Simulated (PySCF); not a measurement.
Gas-phase reaction: 2 SnO2 ⇌ Sn2O2 + 2 O

Computed with PySCF (xtb for GFN2) and rigid-rotor harmonic-oscillator thermochemistry at 1 bar. † marks an energy on the PBE0/def2-TZVP geometry and frequencies; other levels use their own. MP2 and CCSD(T) freeze the core. Open shells (unrestricted): O (multiplicity 3, electronic degeneracy 9); the rest are closed-shell singlets. GFN2 has no spin-polarisation term. Spin-orbit splitting is ignored; it lowers the true energy and changes the entropy of O. Sn: scalar-relativistic def2 core potential, no spin-orbit coupling. SnO2, Sn2O2: computed as isolated molecules; such fragments, hydroxides, amides, oligomers or adducts are transient or little studied in the gas. MP2 isn't extrapolated to the basis-set limit; its ΔH°(298 K) is 134.6 kJ in def2-SVP and 250.0 kJ in def2-TZVPP. CCSD(T) isn't extrapolated to the basis-set limit; its ΔH°(298 K) is 34.4 kJ in def2-SVP and 151.3 kJ in def2-TZVPP. The harmonic model lacks anharmonicity and excited electronic states, which grow with temperature; levels with a mode under 35 cm⁻¹ are left out. Warning, large T1 diagnostic: Sn2O2, SnO2 (CCSD(T)/def2-TZVPP†).

| level | ΔE electronic, kJ | ΔH°(298 K), kJ | ΔS°(298 K), J/K | ΔG°(800 K), kJ |
|---|---|---|---|---|
| BLYP/def2-TZVP† | 290 | 284 | 126 | 181 |
| CCSD(T)/def2-TZVPP† | 157 | 151 | 126 | 49 |
| GFN2-xTB | 952 | 946 | 118 | 849 |
| M06-2X/def2-TZVP† | 123 | 117 | 126 | 14 |
| MP2/def2-SVP† | 141 | 135 | 126 | 32 |
| PBE/def2-SVP | 244 | 239 | 125 | 137 |
| PBE0/def2-QZVP† | 154 | 148 | 126 | 45 |
| r2SCAN/def2-TZVP† | 204 | 198 | 126 | 95 |
ΔH° is lowest at M06-2X/def2-TZVP† and highest at GFN2-xTB. No reference value is set beside these.
